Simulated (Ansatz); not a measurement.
Consider the formal loss of a carbene: `C[N]=[Ta]([NH2])([NH2])[NH2]` → `[CH2]` (triplet) + `[NH]=[Ta]([NH2])([NH2])[NH2]`.

Calculated with Ansatz (gas phase, PBE0-D4/def2-TZVP geometries, no zero-point term in ΔE). CCSD(T)/CBS adds triple-zeta CCSD(T) − MP2 to the extrapolated MP2 energy (def2 sets, frozen cores). This one scheme is used for every species. Functionals use def2-TZVPP. Triplets are unrestricted, without spin–orbit coupling. def2 core potentials past Kr. For Ta outer-core shells are correlated without core-valence functions, which leaves a few kJ/mol of doubt a bond. Each species was taken in one conformer, which may not be the lowest.

```csv
species,B2PLYP energy (Eh)
`C[N]=[Ta]([NH2])([NH2])[NH2]`,-319.50058
`[CH2]` (triplet),-39.12698
`[NH]=[Ta]([NH2])([NH2])[NH2]`,-280.21655
```

(1) Work out ΔE.

Largest T1 diagnostic among the species: 0.018.

Answers

(1) ΔE = (-39.12698) + (-280.21655) − (-319.50058) = 0.15705 Eh = +98.6 kcal/mol. CCSD(T)/CBS gives +99.6 kcal/mol.

From PBE to PBE0 (25 % exact exchange), in def2-TZVPP and without D4, ΔE moves by −2.4 kcal/mol. In def2-TZVPP, CCSD(T) changes the Hartree–Fock value by +33.0 kcal/mol (the triples alone add +2.9 kcal/mol) and MP2 by +37.2 kcal/mol.
